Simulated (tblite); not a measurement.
C7H9FN (doublet state).
Cartesian coordinates in Å at the GFN2-xTB level; atoms count from 1:
```
atom  x, y, z in Å
C1    -1.6463   -0.8273   -0.6291
C2    -0.8703    0.1178    0.2528
C3    -1.5786    0.6786    1.2838
F4    -1.0677    1.5666    2.1571
C5     0.4744    0.3691   -0.0182
C6     1.3307    1.2147    0.8610
C7     1.1366   -0.2816   -1.2008
C8     1.4655   -1.6463   -0.8546
N9     1.7090   -2.7178   -0.5383
H10   -1.1419   -1.7894   -0.6960
H11   -1.7479   -0.4213   -1.6354
H12   -2.6430   -0.9890   -0.2293
H13   -2.6167    0.4737    1.4851
H14    0.9862    2.2508    0.8590
H15    1.2873    0.8723    1.8955
H16    2.3686    1.1963    0.5374
H17    0.4838   -0.2995   -2.0783
H18    2.0616    0.2384   -1.4635
```

Computed with GFN2-xTB (tblite): harmonic, unscaled wavenumbers at the GFN2-xTB geometry, gas phase. Against measured fundamentals such values can be off by several per cent, at times by over 20. One conformer, not necessarily the lowest. Open shells enter through the occupations alone, without spin polarisation, and single modes of such species can be off by tens of per cent.

Harmonic wavenumbers (cm⁻¹): 47.0, 52.7, 117.2, 148.3, 194.9, 220.4, 240.9, 301.3, 310.8, 353.8, 393.0, 430.5, 483.0, 543.0, 602.1, 629.6, 763.6, 902.8, 957.6, 982.5, 1000.7, 1008.2, 1035.0, 1085.9, 1128.1, 1158.9, 1227.8, 1247.4, 1266.4, 1400.4, 1408.0, 1419.9, 1442.2, 1463.9, 1475.8, 1488.4, 1490.6, 1508.0, 2400.7, 2948.0, 2967.4, 2971.5, 3001.8, 3002.5, 3029.5, 3039.7, 3058.2, 3108.5.

A = 2632, B = 1065, C = 878.7 MHz; mass 126.072 u (most abundant isotopes); point group C1, symmetry number 1; spin multiplicity 2.

Q: What is the zero-point energy?

A: ½Σν̃ = 30729 cm⁻¹ = 367.61 kJ/mol.

Q: What is S at 400 K and 1 bar for an ideal gas of classical rigid rotors and harmonic oscillators?

A: Translation 175.29, rotation 126.08, vibration 170.78, spin (R ln 2) 5.76: S = 477.9 J/(mol K).

Q: And Cp and H(400 K) − H(0)?

A: Cp = 198.42 J/(mol K), of which vibrations give 165.17 (their classical limit is 48 R = 399.1); H(400 K) − H(0) = 48.30 kJ/mol without the zero-point energy, 35.00 from vibrations.

Q: Blend soft modes into free rotors: weight 1/[1 + (100 cm⁻¹/ν̃)⁴] for the oscillator and the rest for a rotor with moment μB/(μ + B), μ = h/(8π²ν), B = 10⁻⁴⁴ kg m². What vibrational entropy results?

A: 156.95 J/(mol K) in place of 170.78, which changes −T·S at 400 K by +5.53 kJ/mol.

Q: What must be added to the electronic energy to get the Gibbs energy at 400 K and 1 bar?

A: ZPE + [H(400 K) − H(0)] − T·S = 367.61 + 48.30 − 191.17 = 224.74 kJ/mol.

Q: How do the functions run with temperature in this model?

A: 
| T (K) | S (J/(mol K)) | Cp (J/(mol K)) | H − H(0) (kJ/mol) | G − H(0) (kJ/mol) | ln q(vib) |
| --- | --- | --- | --- | --- | --- |
| 150 | 335.8 | 104.1 | 10.18 | -40.19 | 3.21 |
| 250 | 398.4 | 143.4 | 22.59 | -77.00 | 5.99 |
| 298.15 | 425.2 | 161.6 | 29.93 | -96.84 | 7.30 |
| 600 | 570.1 | 256.6 | 94.14 | -247.89 | 15.13 |
| 900 | 685.8 | 313.7 | 180.39 | -436.87 | 22.20 |

q(vib) and H(0) count from the zero-point level.

Q: Which modes carry the vibrational entropy at 400 K?

A: 47.0 cm⁻¹: 23.10; 52.7 cm⁻¹: 22.15; 117.2 cm⁻¹: 15.56; 148.3 cm⁻¹: 13.64; 194.9 cm⁻¹: 11.44; 220.4 cm⁻¹: 10.46 J/(mol K); the other 42 give 74.43 together.

Hindered rotation and anharmonicity are outside this model. Other conformers, if any are populated, would add a mixing term that is left out. The structure is chiral; the term R ln 2 for an equal mix with its mirror image is left out.
